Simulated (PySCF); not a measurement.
## Eu²⁸⁺: ionisation energy

Eu²⁸⁺ [Ar] 3d10 4s2 4p5 [4p1/2^2 4p3/2^3, M_J = 3/2] → Eu²⁹⁺ [Ar] 3d10 4s2 4p4 [4p1/2^2 4p3/2^2, M_J = 2], as a difference of total energies. Calculation: PySCF 2.14, in an uncontracted even-tempered set (17 s from 2.4 bohr⁻², ratio 2.8; 14 p from 3.1 bohr⁻², ratio 2.8; 8 d from 5.6 bohr⁻², ratio 2.8; 4 f from 17 bohr⁻², ratio 3); the two-component X2C-1e Hamiltonian. Correlated levels: [Ne] frozen; the 80 highest virtual spinors dropped. "Screened" scales the spin-orbit matrix elements by Boettger's factors to mimic the two-electron term; Breit and QED terms are absent.

```
                    method  ionisation energy (eV)
           GHF (spin-free)                  1085.8
          GMP2 (spin-free)                  1087.1
 GHF (screened spin-orbit)                  1074.7
GMP2 (screened spin-orbit)                  1076.1
```

Breit and QED terms and the two-electron picture change are absent.

The spin-free rows relax to the high-spin LS determinant and lack the spin-orbit shift.

The labels give the starting determinants; with spin-orbit coupling the two ends relaxed to ⟨J²⟩ = 3.75, ⟨L²⟩ = 2.04, ⟨S²⟩ = 0.79 and ⟨J²⟩ = 6.01, ⟨L²⟩ = 3.15, ⟨S²⟩ = 1.47.

For comparison: 1078 ± 4 eV (theoretical estimate listed by NIST; NIST Atomic Spectra Database, ionization energies).
